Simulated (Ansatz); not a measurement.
Species: CH$_{6}$BO$_{2}$Si (charge 0, doublet). It need not be the lowest isomer of its formula. SMILES: B([O])([SiH2]C)O
Coordinates optimised at B3LYP-D3(BJ)/def2-TZVP (Ansatz, a first-principles code):
```
Si
H 1 1.4743
H 1 1.4861 2 109.62
C 1 1.8761 2 111.92 3 -124.99
H 4 1.0902 1 110.90 2 -178.76
H 4 1.0907 5 108.55 1 -121.95
H 4 1.0933 5 108.57 6 -117.38
B 1 2.1422 2 111.26 3 115.26
O 8 1.2755 1 99.14 2 1.03
O 8 1.3602 9 142.39 1 -178.73
H 10 0.9662 8 113.04 9 -0.80
```
Charge 0, spin multiplicity 2.

Quantity: atomisation energy (electronic, to ground-state atoms), in kcal/mol. Cores are frozen in the correlated levels unless marked. Open shells are spin-unrestricted. Spin-orbit coupling is left out. No relativistic terms. The coupled-cluster limit lacks core correlation, which all-electron functionals hold. CBS(X,Y): correlation extrapolated as X^-3; Hartree-Fock from the larger set.

```csv
level,program,atomisation energy (kcal/mol),minus last row
SVWN5/def2-TZVPD,Ansatz,1132.4,147.1
BLYP-D4/def2-TZVPD,Ansatz + dftd4,991.7,6.4
PBE0/def2-QZVPP,Ansatz,984.9,-0.4
LC-wPBE/def2-TZVPD,Ansatz,983.4,-1.9
B2PLYP-D3(BJ)/def2-TZVPD,Ansatz + dftd3,979.0,-6.3
B2PLYP-D4/def2-TZVPD,Ansatz + dftd4,978.3,-7.0
CCSD(T)/STO-3G,Ansatz,1002.5,17.2
CCSD(T)/cc-pVTZ,Ansatz,957.7,-27.6
CCSD(T) with core electrons (1s frozen past Ne)/cc-pwCVTZ,Ansatz,964.2,-21.1
"CCSD(T)/CBS(cc-pV(T+d)Z,cc-pV(Q+d)Z)",Ansatz,985.3,0.0
```
